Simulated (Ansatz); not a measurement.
niobium atom (Nb), sextet (all electrons, no relativity).

Ansatz (a quantum-chemistry and plane-wave program) was given this input:
Ansatz 0.2 input:
```yaml
crystal:
  periodic: [false, false, false]
  atoms:
    - {symbol: Nb, position_ang: [0.00000000, 0.00000000, 0.00000000]}
basis:
  gaussian:
    orbitals: 3-21G.json
hamiltonian:
  xc: hf
magnetization: {spin_polarized: true, initial_magnetization: 5}
```
The basis file holds 3-21G in the JSON format of the Basis Set Exchange.

**Question.** Predict the <S^2> from HF/3-21G (Ansatz).

**Answer.** 8.752

**Question.** Predict the number of basis functions from HF/3-21G.

**Answer.** 39

**Question.** Estimate the total energy that HF/3-21G returns for this input.

**Answer.** -3735.7657 Eh
